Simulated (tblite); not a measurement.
Species: C6H9NO (charge -1 and doublet state).
Numbering: `[CH2:1]=[CH:2][C@H:3]1[CH2:4][O:5][CH2:6][C:7]1[NH-:8]` (hydrogens: H9, H10 on C1; H11 on C2; H12 on C3; H13, H14 on C4; H15, H16 on C6; H17 on N8)
Bond orders are those of one Lewis drawing.

Computed with GFN2-xTB (tblite), gas phase: L-BFGS steps from a force-field or distance-geometry start until the largest atomic force falls under 0.01 eV/Å.

Step 13: E = -666.7844 eV
```
atom  x, y, z in Å  |  force x, y, z in eV/Å
C1      2.3453    0.7921   -0.9285   -0.049   0.002   0.007
C2      1.4060    0.2437   -0.1038   -0.033  -0.091   0.053
C3      0.0156   -0.0936   -0.5413   -0.013   0.067   0.039
C4     -0.3562   -1.5554   -0.2212    0.055   0.042  -0.072
O5     -0.8383   -1.5758    1.1077    0.019  -0.007  -0.027
C6     -1.4906   -0.3342    1.3447    0.008  -0.051   0.037
C7     -0.9793    0.6469    0.3210   -0.069  -0.048   0.023
N8     -1.4425    1.8904    0.3001    0.038  -0.089  -0.043
H9      3.3018    1.1467   -0.5660   -0.145   0.032  -0.052
H10     2.1456    0.8923   -1.9873    0.105   0.066   0.075
H11     1.6098    0.1394    0.9540   -0.008   0.001  -0.009
H12    -0.0824    0.1405   -1.6110   -0.071  -0.099   0.034
H13     0.4974   -2.2384   -0.2707    0.024  -0.025  -0.002
H14    -1.1435   -1.9171   -0.9071   -0.025   0.005  -0.032
H15    -2.5874   -0.4769    1.2331    0.048   0.112   0.035
H16    -1.3034   -0.0684    2.3975    0.023   0.068  -0.063
H17    -1.1049    2.3799   -0.5311    0.092   0.014  -0.003
```

Step 14: E = -666.7880 eV
```
atom  x, y, z in Å  |  force x, y, z in eV/Å
C1      2.3441    0.7934   -0.9261   -0.102  -0.021   0.051
C2      1.4034    0.2418   -0.1035    0.018  -0.067   0.004
C3      0.0148   -0.0970   -0.5434   -0.005   0.033   0.033
C4     -0.3566   -1.5599   -0.2232    0.018   0.049  -0.023
O5     -0.8426   -1.5779    1.1072    0.041   0.003  -0.102
C6     -1.4879   -0.3318    1.3425    0.038  -0.093   0.038
C7     -0.9774    0.6466    0.3190   -0.049  -0.080  -0.011
N8     -1.4403    1.8894    0.3048    0.047  -0.055  -0.077
H9      3.2945    1.1588   -0.5617   -0.111   0.031  -0.033
H10     2.1459    0.8920   -1.9834    0.093   0.079   0.014
H11     1.6089    0.1356    0.9526   -0.019  -0.002   0.031
H12    -0.0826    0.1305   -1.6140   -0.066  -0.070   0.025
H13     0.4991   -2.2430   -0.2710   -0.030   0.008   0.003
H14    -1.1449   -1.9206   -0.9110    0.020   0.008   0.006
H15    -2.5830   -0.4661    1.2363   -0.034   0.081   0.015
H16    -1.2975   -0.0612    2.3904    0.052   0.068   0.030
H17    -1.1049    2.3816   -0.5255    0.089   0.027  -0.006
```

Step 15: E = -666.7914 eV
```
atom  x, y, z in Å  |  force x, y, z in eV/Å
C1      2.3412    0.7946   -0.9229   -0.116  -0.026   0.069
C2      1.4011    0.2381   -0.1029    0.048  -0.037  -0.033
C3      0.0140   -0.1000   -0.5450   -0.001  -0.028   0.010
C4     -0.3565   -1.5632   -0.2260   -0.024   0.030   0.025
O5     -0.8461   -1.5800    1.1050    0.042   0.002  -0.121
C6     -1.4847   -0.3309    1.3410    0.047  -0.088   0.028
C7     -0.9765    0.6447    0.3166   -0.019  -0.081  -0.051
N8     -1.4369    1.8875    0.3083    0.037  -0.009  -0.090
H9      3.2850    1.1715   -0.5580   -0.057   0.034   0.004
H10     2.1481    0.8930   -1.9793    0.059   0.081  -0.048
H11     1.6074    0.1317    0.9520   -0.028  -0.006   0.067
H12    -0.0837    0.1194   -1.6167   -0.054  -0.028   0.011
H13     0.5000   -2.2474   -0.2710   -0.066   0.036   0.000
H14    -1.1459   -1.9242   -0.9146    0.056   0.013   0.029
H15    -2.5793   -0.4540    1.2398   -0.092   0.035   0.008
H16    -1.2904   -0.0531    2.3842    0.077   0.049   0.098
H17    -1.1037    2.3843   -0.5202    0.091   0.021  -0.006
```

Step 16: E = -666.7947 eV
```
atom  x, y, z in Å  |  force x, y, z in eV/Å
C1      2.3369    0.7959   -0.9193   -0.084  -0.006   0.049
C2      1.3990    0.2332   -0.1022    0.050  -0.015  -0.044
C3      0.0134   -0.1037   -0.5470    0.001  -0.083  -0.019
C4     -0.3568   -1.5658   -0.2290   -0.053  -0.004   0.054
O5     -0.8493   -1.5825    1.1012    0.018  -0.002  -0.075
C6     -1.4811   -0.3312    1.3402    0.027  -0.036   0.018
C7     -0.9759    0.6415    0.3130    0.003  -0.055  -0.075
N8     -1.4323    1.8851    0.3105    0.019   0.025  -0.083
H9      3.2739    1.1857   -0.5540   -0.009   0.036   0.044
H10     2.1513    0.8955   -1.9758    0.017   0.074  -0.084
H11     1.6051    0.1274    0.9524   -0.037  -0.008   0.079
H12    -0.0854    0.1072   -1.6195   -0.034   0.015  -0.006
H13     0.4993   -2.2515   -0.2706   -0.071   0.048  -0.007
H14    -1.1458   -1.9280   -0.9178    0.065   0.016   0.028
H15    -2.5771   -0.4408    1.2435   -0.098  -0.014   0.018
H16    -1.2813   -0.0441    2.3795    0.090   0.006   0.114
H17    -1.1010    2.3881   -0.5150    0.097   0.004  -0.012
```

Problem. Estimate the geometry and energy of step 17. (The exact step hangs on the optimiser's Hessian estimate; all steps are aligned on step 16, rigid shifts and turns removed.)

Solution. E = -666.7974 eV, largest force 0.123 eV/Å
```
atom  x, y, z in Å  |  force x, y, z in eV/Å
C1      2.3325    0.7974   -0.9160   -0.026   0.031   0.004
C2      1.3976    0.2283   -0.1017    0.027  -0.010  -0.030
C3      0.0130   -0.1082   -0.5493    0.002  -0.096  -0.035
C4     -0.3576   -1.5679   -0.2309   -0.058  -0.033   0.055
O5     -0.8519   -1.5847    1.0971   -0.022  -0.002   0.010
C6     -1.4779   -0.3319    1.3402   -0.008   0.031   0.010
C7     -0.9755    0.6379    0.3086    0.006  -0.017  -0.070
N8     -1.4278    1.8830    0.3109    0.006   0.031  -0.065
H9      3.2638    1.1986   -0.5497    0.014   0.031   0.069
H10     2.1543    0.8989   -1.9740   -0.016   0.060  -0.074
H11     1.6023    0.1235    0.9539   -0.045  -0.007   0.056
H12    -0.0874    0.0971   -1.6221   -0.011   0.044  -0.020
H13     0.4973   -2.2542   -0.2705   -0.048   0.035  -0.011
H14    -1.1446   -1.9312   -0.9201    0.042   0.009   0.007
H15    -2.5767   -0.4298    1.2470   -0.054  -0.052   0.039
H16    -1.2716   -0.0364    2.3775    0.085  -0.044   0.078
H17    -1.0969    2.3916   -0.5109    0.106  -0.012  -0.024
```

The energy changes by -0.0027 eV. The first-order estimate −F·Δx gives -0.0038 eV and the mean of the old and new forces, exact on a quadratic surface, -0.0027 eV. The step makes an angle of 71° with the force vector and moves no atom by more than 0.017 Å.

The cost below is that of the whole relaxation. The run took 0.54 s of wall time on one thread of an Arm Neoverse V1, on a shared host.
